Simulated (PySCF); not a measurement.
B(Me)(OH)(SeH), SMILES CB(O)[SeH], singlet, PBE0/def2-SVP optimised geometry.

```
9

B      0.14     0.12     0.00
C      1.71     0.12     0.00
H      2.09    -0.38    -0.91
H      2.10    -0.46     0.86
H      2.16     1.12     0.05
O     -0.61    -1.02     0.00
H     -0.07    -1.82     0.00
Se    -0.82     1.82     0.00
H     -2.16     1.22    -0.01
```

Density from PBE0/def2-TZVP (PySCF 2.14.0) at that geometry.

Minimum of the electron density along straight lines between bonded atoms, close to the bond critical point (lines longer than 1.1 times the sum of covalent radii, or with two minima, are not listed):

```
bond    length / Å  ρ at the minimum / e bohr⁻³  ∇²ρ there / e bohr⁻⁵  position (fraction from the first atom)
------  ----------  ---------------------------  --------------------  ---------------------------------------
B1–C2        1.576                        0.187                 -0.33                                     0.33
C2–H3        1.104                        0.263                 -0.85                                     0.64
C2–H4        1.104                        0.264                 -0.85                                     0.64
C2–H5        1.099                        0.270                 -0.89                                     0.64
B1–O6        1.357                        0.212                  0.96                                     0.33
O6–H7        0.963                        0.358                 -2.45                                     0.81
B1–Se8       1.954                        0.137                 -0.31                                     0.35
Se8–H9       1.470                        0.175                 -0.32                                     0.63
```
